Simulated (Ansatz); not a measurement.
mer-FeF3(NH3)3 (FeN3F3H9). The state is a sextet with charge 0. Geometry PBE-D4/def2-SVP, basis def2-TZVP, Ansatz.

```xyz
16

F    -0.320   -1.523   -0.993
F    -0.437    1.258    1.232
F    -0.071    1.354   -1.730
Fe   -0.116    0.173   -0.250
N     0.484   -1.217    1.517
N     2.076    0.558   -0.518
N    -2.315    0.347   -0.585
H    -0.034   -0.772    2.283
H     1.435   -1.430    1.839
H     0.031   -2.090    1.219
H     2.538    1.095    0.225
H     1.887    1.179   -1.321
H     2.688   -0.210   -0.815
H    -2.837    0.806    0.169
H    -2.775   -0.518   -0.887
H    -2.234    0.989   -1.386
```

| run | HOMO (eV) | LUMO (eV) |
| --- | --- | --- |
| A | -10.09 | -0.03 |
| B | -7.60 | -2.21 |
| C | -5.75 | -3.40 |
| D | -8.07 | -1.92 |
| E | -4.96 | -3.72 |
| F | -4.90 | -3.59 |

HOMO and LUMO are taken over both spins.

Q: The runs used PBE, PBE0, r2SCAN, r2SCAN0, revPBE, ωB97X-V. Estimate which is which.

A: A ωB97X-V (range-separated); B PBE0 (25 % exact exchange); C r2SCAN (0 % exact exchange); D r2SCAN0 (25 % exact exchange); E PBE (0 % exact exchange); F revPBE (0 % exact exchange). Exact exchange lowers occupied and raises empty levels; among semilocal functionals meta-GGAs tend to open the gap a little, and such runs are hard to tell apart. The gap grows from 1.24 eV (PBE) to 10.06 eV (ωB97X-V).
